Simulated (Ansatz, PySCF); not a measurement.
C$_{3}$H$_{3}$N$_{2}$, doublet (typed; the unrestricted solution is spin-contaminated), at a GFN2-xTB geometry. Base run: MP2/STO-3G (PySCF).

The PySCF input:
```python
from pyscf import gto, scf, mp

mol = gto.Mole()
mol.atom = '''
    C     0.621447   -1.038867   -0.007048
    C     1.152659    0.209442    0.028910
    N     0.054515    1.045911    0.021727
    C    -1.043364    0.249792   -0.017534
    N    -0.706747   -1.013138   -0.035113
    H     2.157250    0.571845    0.057641
    H     0.071952    2.054382    0.041921
    H    -2.048032    0.622167   -0.031827
'''
mol.basis = 'sto-3g'
mol.charge = 0
mol.spin = 1
mol.verbose = 3
mol.build()

mf = scf.UHF(mol)
mf.kernel()

pt = mp.MP2(mf)
pt.kernel()
print('E(MP2) = %.10f' % pt.e_tot)
```

The same geometry, method and basis name were run in Ansatz (an electronic-structure program) and PySCF, at each program's defaults and at the settings that a row names. The base is PySCF at its defaults. Differences at the defaults can come from grids, fitting, cores and function types together.

```csv
code and settings,ΔE vs base (µEh),basis functions,E (Eh),SCF cycles,SCF-reference dipole (D)
"PySCF, defaults (exact integrals, spherical functions, all electrons correlated)",0.0,28,-221.56235,27,3.32
"Ansatz, defaults (factorised integrals, spherical functions, frozen core)",1741,28,-221.56060,-,-
"PySCF, frozen core",1718,28,-221.56063,27,3.32
"Ansatz, high accuracy, frozen core",1726,28,-221.56062,-,-
```

Open shells are given as the SCF converged; they aren't shown to be the lowest states, and a large step between rows can be another state.
